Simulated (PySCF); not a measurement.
Si2H5ClO

Si2H5ClO is a small molecule, neutral, singlet. The structure, one conformer, was relaxed in the gas phase by PBE0-D3(BJ)/def2-SVP. No frequency run checks that it is a minimum.

SMILES: [SiH3]O[SiH2]Cl

```
atom   x (Å)   y (Å)   z (Å)
 Si1  -1.491  -0.326  -0.396
  O2   0.145  -0.459  -0.380
 Si3   1.559   0.146   0.262
 Cl4  -2.050   1.297   0.760
  H5  -2.104  -1.542   0.196
  H6  -1.963  -0.087  -1.782
  H7   1.569   1.635   0.175
  H8   1.691  -0.271   1.688
  H9   2.687  -0.415  -0.532
```

Shieldings: GIAO PBE0/pcSseg-2. Shifts are against computed references at the same level: H TMS (σ 31.24 ppm), Si TMS (σ 341.3 ppm). Core levels by delta-SCF with SCAN, pcX-2 on the ionised atom and pcseg-1 elsewhere, spin-free X2C (2p3/2 is the spin-free 2p value less a third of a first-order spin-orbit splitting); from the vacuum level, for chosen atoms.

**Question.** Give the NMR and core-level values of the distinct atoms.

**Answer.** 
```csv
atoms,bonded to,σ (ppm),δ (ppm),core level (eV)
Si1,1 Cl + 1 O + 2 H,362.5,-21.3,2p3/2 108.56
O2,2 Si,282.8,-,1s 538.35
Si3,1 O + 3 H,381.3,-40.1,2p3/2 107.89
Cl4,1 Si,895.9,-,2p3/2 206.10
H5,1 Si,25.72,5.53,-
H6,1 Si,25.73,5.52,-
H7 H8 H9,1 Si,26.15,5.09,-
```

Values are those of this one static structure, with the three H of a rotating XH3 group averaged; atoms that internal rotation interchanges would show their mean in an NMR spectrum.

**Question.** Which of Si1, Si3 holds its core electrons tightest, and by how much against the loosest?

**Answer.** Si1 (bonded to 1 Cl + 1 O + 2 H), by 0.66 eV over Si3 (bonded to 1 O + 3 H).

**Question.** By CAM-B3LYP/def2-SVPD (TDDFT singlets, Tamm-Dancoff triplets, ionisation by delta-SCF), where does absorption start, and what does vertical ionisation take?

**Answer.** The lowest singlet lies at 7.46 eV (f 0.002), the strongest of the first 6 at 8.43 eV (f 0.072), the lowest triplet at 7.09 eV; vertical ionisation takes 11.02 eV.

The 3 runs behind this took 100 s in all, one thread each of Arm Neoverse V2 on a shared host, launched as `OMP_NUM_THREADS=1 python cluster_run.py task.json out`.
